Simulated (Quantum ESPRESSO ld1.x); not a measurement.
The numbers below are computed, except where a source is named.
Task: Ionisation of Hg+, [Xe] 4f14 5d10 6s1, to Hg2+, [Xe] 4f14 5d10, under several functionals. Dirac Kohn-Sham, spin-unpolarised, spherical densities, point nucleus; ld1.x of Quantum ESPRESSO 7.5. The NIST Atomic Spectra Database gives 18.757 eV (measured). Rank these functionals by the error of their Delta-SCF ionisation energy: exchange-only LDA; LDA (Slater exchange, Hedin-Lundqvist correlation); LDA (Slater exchange, Perdew-Wang correlation); Wu-Cohen GGA; PW91; Slater X-alpha with alpha = 1; revPBE; rPW86 exchange with PBE correlation; PW86 exchange with PBE correlation; LDA (Slater exchange, Perdew-Zunger correlation).

Result: From best to worst: revPBE 18.838 eV (+0.081); Wu-Cohen GGA 19.027 eV (+0.270); PW86 exchange with PBE correlation 19.076 eV (+0.319); PW91 19.081 eV (+0.325); rPW86 exchange with PBE correlation 19.187 eV (+0.430); exchange-only LDA 18.195 eV (-0.562); LDA (Slater exchange, Perdew-Wang correlation) 19.397 eV (+0.640); LDA (Slater exchange, Perdew-Zunger correlation) 19.403 eV (+0.646); LDA (Slater exchange, Hedin-Lundqvist correlation) 19.491 eV (+0.734); Slater X-alpha with alpha = 1 21.475 eV (+2.718). Spin polarisation and multiplet splitting are left out, so open shells lie too high by an amount that depends on their filling.

Beside tabulated values, note that spin-unpolarised runs miss the spin-polarisation part of the exchange energy of open shells.
